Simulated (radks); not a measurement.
Valence configurations of Ti2+ (all share [Ar]). Calculated with a radial shooting solver on a logarithmic mesh with Libxc functionals: non-relativistic Kohn-Sham, PBE, spin-polarised, spherical densities, point nucleus; open shells are filled with parallel spins first. Energies are relative to 3d2; eigenvalues in eV for spin up.

valence      E (eV)  moment (Bohr magnetons)    e(3d)    e(4p)    e(4s)
3d2           0.000                        2  -20.533        -        -
3d1.5 4s0.5   2.014                        2  -22.982        -  -18.280
3d1.5 4p0.5   4.320                        2  -23.465  -13.945        -
3d1 4s1       4.711                        2  -25.592        -  -19.487
3d1 4p1       9.527                        2  -26.531  -15.202        -
4s2          13.416                        0        -        -  -21.027
4s1.5 4p0.5  15.737                        1        -  -16.566  -21.748
4s1 4p1      17.615                        2        -  -17.088  -22.331
4p2          22.850                        2        -  -17.530        -

NIST lists [Ar] 3d2 as the ground configuration; this level of theory agrees among the configurations tried. The energies are those of spherical high-spin densities, not of single terms.
